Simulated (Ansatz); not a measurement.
CH$_{5}$BrSi, SMILES `C[SiH2]Br`, relaxed with RKS PBE0-D4/def2-TZVP in the Gaussian-basis code of Ansatz from a PBE-D4/def2-SVP geometry. The force threshold is 0.005 eV/Å; the program also tests the step.

Charge 0, multiplicity 1.

Start:

```xyz
8

C    -0.507    0.844   -0.304
Si    0.326   -0.689    0.395
Br    1.847   -1.465   -1.073
H    -1.259    1.226    0.419
H    -1.024    0.612   -1.256
H     0.235    1.645   -0.493
H    -0.669   -1.789    0.637
H     1.051   -0.384    1.675
```

(1) By how much does the energy fall, and how many steps does the optimiser take? (Estimate.)

(2) Which bonds change most? (Best estimate.)

(3) Give the relaxed structure. (An estimate is asked.)

Answers

(1) The calculation gave: 0.03 eV, in 4 steps.

(2) Computed: Si2–Br3 from 2.252 to 2.229 Å; C1–Si2 from 1.879 to 1.858 Å; Si2–H8 from 1.503 to 1.483 Å; Si2–H7 from 1.502 to 1.483 Å.

(3) Ansatz gave: 
```xyz
8

C    -0.503    0.837   -0.300
Si    0.318   -0.679    0.394
Br    1.824   -1.447   -1.058
H    -1.244    1.216    0.410
H    -1.010    0.606   -1.239
H     0.231    1.622   -0.487
H    -0.657   -1.772    0.627
H     1.042   -0.382    1.654
```
